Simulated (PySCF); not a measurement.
# One molecule, several mistakes: B2H5N

All numbers below are calculated, not measured. They come from PySCF 2.14.0, an open-source quantum chemistry program, on an isolated molecule that a program drew, which may never have been made. The molecule is B2H5N (charge 0, singlet), drawn as the SMILES string `BBN`.

Each row is a Hartree-Fock (HF) and frozen-core CCSD(T) single point in the cc-pVDZ basis, meant for a local HF minimum. Run 1 is clean. Each other run has one planted mistake out of seven kinds, and not every kind appears here: one electron removed, one electron added, multiplicity raised by two, geometry at a saddle point, minimal basis STO-3G, one bond length entered in bohr, all coordinates scaled. The reference is restricted for singlets and unrestricted otherwise, and also for a bond in bohr. Adding or removing an electron swaps singlet and doublet. Electrons count all cores. HOMO and LUMO are orbital energies over both spins, the gradient is its largest component, and the lowest frequency (negative if imaginary) is given only where the gradient is small. Bond lengths are over the 7 bonds as drawn. T1 is the CCSD diagnostic: over 0.02 (restricted) or 0.045 (unrestricted) a single reference is doubtful.

Geometry of the clean run:
```xyz
8
B2H5N, angstrom
B    -0.0479   -0.0278   -0.8751
B    -1.5808    0.4292   -1.4662
N    -1.8256    1.1061   -2.6607
H     0.4373   -1.1039   -1.1190
H     0.5914    0.6809   -0.1391
H    -2.5504    0.1461   -0.7978
H    -2.7446    1.3524   -2.9639
H    -1.1121    1.3942   -3.2971
```

```
run  electrons  basis functions  <S^2>  HOMO (eV)  LUMO (eV)  gradient (hartree/bohr)  lowest frequency (cm^-1)  mean bond (Å)  longest bond (Å)      T1  HF (hartree)  CCSD(T) (hartree)                          mistake
  1         22               67  0.000     -11.00       2.23                  2.9e-05                       229         1.2456             1.705  0.0137    -106.73734         -107.12696                         no fault
  2         22               67  0.000     -10.99       1.56                  1.7e-05                      -194         1.2499             1.741  0.0155    -106.73214         -107.12327       geometry at a saddle point
  3         22               67  0.754     -11.02       1.52                  2.7e-02                         -         1.3725             1.887  0.0646    -106.59017         -106.98077  one bond length entered in bohr
  4         21               67  0.765     -17.96      -8.29                  8.6e-02                         -         1.2456             1.705  0.0198    -106.38321         -106.75190             one electron removed
  5         22               20  0.000      -9.58       7.08                  3.9e-02                         -         1.2456             1.705  0.0184    -105.39135         -105.55232             minimal basis STO-3G
  6         22               67  0.000     -10.87       1.98                  5.3e-02                         -         1.3352             1.828  0.0163    -106.70757         -107.10650                                ?
```

**Which mistake was planted in run 6, and what did it cost?**

The mean and the longest bond both change by the same factor, 1.072, and the gradient is no longer small. So the mistake is: all coordinates scaled. Subtracting run 1 and multiplying by 627.51 kcal/mol a hartree, the energy moved by 18.7 kcal/mol in HF and 12.8 kcal/mol in CCSD(T).

Cautions from the logs. Run 3: T1 is over the limit, so its CCSD(T) energy is less reliable.
